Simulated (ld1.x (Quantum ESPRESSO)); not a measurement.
# nitrogen (N): one change to a TM potential, before and after

N, norm-conserving Troullier–Martins (Kleinman–Bylander form), made with ld1.x (Quantum ESPRESSO) 7.5 (LDA (PZ), non-relativistic). Core [He], reference 2s2 2p3. Waves: 2p (bound): rc 1.90 bohr; 2s (bound): rc 0.90 bohr. Local part: the s channel. Core correction: a·sin(br)/r model core inside 0.40 bohr.

Change: wave 2p (bound): rc 1.90 bohr becomes 2p (bound): rc 1.74 bohr.

Cutoffs: the cutoffs (Ry, on a coarse ladder) from which the occupation-weighted sum of valence levels, in a spherical-Bessel basis at the reference potential, stays within 10 and 1 mRy of its value at 400 Ry; they do not see the model core or the augmentation charge, which bear on the density cutoff. Errors are all-electron minus pseudo energies relative to the spin-unpolarised reference configuration.

Problem. How do hardness, ghosts and transferability respond?

Solution. The potential gets neither clearly harder nor softer (55 Ry and 140 Ry → 55 Ry and 140 Ry); the s channel sets the loose cutoff, while the largest relative change is in p, which becomes harder; of the 9 tests that both files solve, the error grows in 3 and shrinks in 5 by more than 15 % and 0.3 meV (median size 49.7 → 51.3 meV); neither file shows a bound ghost.

```csv
quantity,base,changed
"cutoff, loose",55 Ry,55 Ry
"cutoff, tight",140 Ry,140 Ry
loose cutoff by channel (10 mRy a level),"p 30 Ry, s 45 Ry","p 35 Ry, s 45 Ry"
bound ghosts,none,none
"error for 2s2 2p2, meV [ΔE 13.74 eV]",+35,+22
"error for 2s2 2p1, meV [ΔE 42.71 eV]",+335,+220
"error for 2s2 2p0, meV [ΔE 89.88 eV]",+1405,+962
"error for 2s1 2p4, meV [ΔE 11.17 eV]",+7.9,+11
"error for 2s1 2p0, meV [ΔE 167.30 eV]",+2281,+1588
"error for 2s0 2p5, meV [ΔE 22.39 eV]",+34,+44
"error for 2s1 2p3, meV [ΔE 25.16 eV]",-52,-30
"error for 2s2 2p3 (spin-polarised), meV [ΔE -2.89 eV]",+50,+63
"error for 2s2 2p2 (spin-polarised), meV [ΔE 12.05 eV]",+49,+51
```
